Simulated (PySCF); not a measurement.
## Calculated NMR data

PySCF 2.14.0 with density-fitted response routines calculation with NMR shieldings at PBE0/pcSseg-1/GIAO, spin–spin couplings from B3LYP/pcJ-1 and geometry from GFN2-xTB; rapidly exchanging positions averaged, one computed conformer, gas phase, relativity neglected.

Shifts are taken against calculated references (same method and geometry level): 1H (σ = 31.72 ppm), 13C (σ = 186.93 ppm) against TMS. Multiplet labels drop J under 1 Hz and among equivalent protons, and merge close values. Unscaled 3J(H,H) run several per cent high. Splittings of carbon signals by F and P are missing where no couplings were computed. Where no couplings were computed, multiplicities follow the n + 1 count of equivalent neighbours, and m marks all less simple cases (inequivalent or close neighbours, rings, F or P nearby). Shifts are as computed. Against solution values, carbons near 30 ppm lie about +3 ppm off and those near 130 ppm about +5 ppm; carbons on Cl a further +6 ppm (rms about the fit 2.1 ppm; single classes can miss by 10 ppm). Of 1328 compounds with measured shifts, 309 miss one by over three times the rms of a fit or turn the order of signals round; such compounds aren't used in these exercises. Signals without a measured value on file couldn't be tested in this way; 1H shifts scatter by 0.2 ppm about their fit, and single ones miss by 0.5 ppm. Carbons bonded to Cl come out too deshielded.

Compound 1 (C2H3NO). 1H NMR (400 MHz, computed): δ 9.31 (dd, J = 2.9, 1.9 Hz, 1H), 7.67 (dd, J = 17.7, 2.9 Hz, 1H), 7.38 (dd, J = 17.7, 1.9 Hz, 1H). 13C{1H} NMR (computed): δ 165.1, 146.4. Structure: `C=NC=O`.

Compound 2 (C4H6ClF3O). 1H NMR (400 MHz, computed): δ 4.05 (m, 2H), 3.78 (m, 2H), 3.66 (m, 2H). 13C{1H} NMR (computed): δ 133.4 (C), 76.6 (CH2), 74.4 (CH2), 46.7 (CH2). Structure: `C(OCC(F)(F)F)CCl`.
